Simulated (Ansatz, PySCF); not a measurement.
CaHO, SMILES [OH][Ca], multiplicity 2. Atoms are numbered in the order given.

```xyz
3

Ca     0.0000     0.0000     0.6410
O      0.0000     0.0000    -1.3313
H      0.0000     0.0000    -2.2843
```
Charge 0, spin multiplicity 2.

Geometry optimised at PBE0-D3(BJ)/def2-TZVPD.

Two levels are set side by side: PBE-D3(BJ)/def2-TZVPD (PySCF) and PBE0-D3(BJ)/def2-TZVPD (Ansatz, a quantum-chemistry and plane-wave program). Each level has its own optimised geometry; the coordinates shown are those of the second. Frequencies come from the Hessian of PySCF at each geometry. Differences are taken from unrounded values.

```json
[
 {"quantity": "mean bond length (Å)", "PBE0-D3(BJ)": "1.463"},
 {"quantity": "bond Ca1–O2 (Å)", "PBE0-D3(BJ)": "1.972"},
 {"quantity": "bond O2–H3 (Å)", "PBE0-D3(BJ)": "0.953"},
 {"quantity": "highest harmonic wavenumber (cm⁻¹)", "PBE0-D3(BJ)": "3992"},
 {"quantity": "mean harmonic wavenumber (cm⁻¹)", "PBE0-D3(BJ)": "1323"},
 {"quantity": "zero-point energy (kcal/mol)", "PBE0-D3(BJ)": "7.56"}
]
```

Question: What does PBE-D3(BJ) give, and how far is it from PBE0-D3(BJ)? (Estimate from the structure and the level; the computed values follow.)

Answer: 
```tsv
quantity	PBE-D3(BJ)	PBE-D3(BJ) minus PBE0-D3(BJ)
mean bond length (Å)	1.469	0.007
bond Ca1–O2 (Å)	1.974	0.002
bond O2–H3 (Å)	0.964	0.011
highest harmonic wavenumber (cm⁻¹)	3828	-163
mean harmonic wavenumber (cm⁻¹)	1267	-56
zero-point energy (kcal/mol)	7.24	-0.32
```

GGA bonds tend to be longer and softer than those of functionals with exact exchange. Differences between two approximate levels are no errors against the true value.
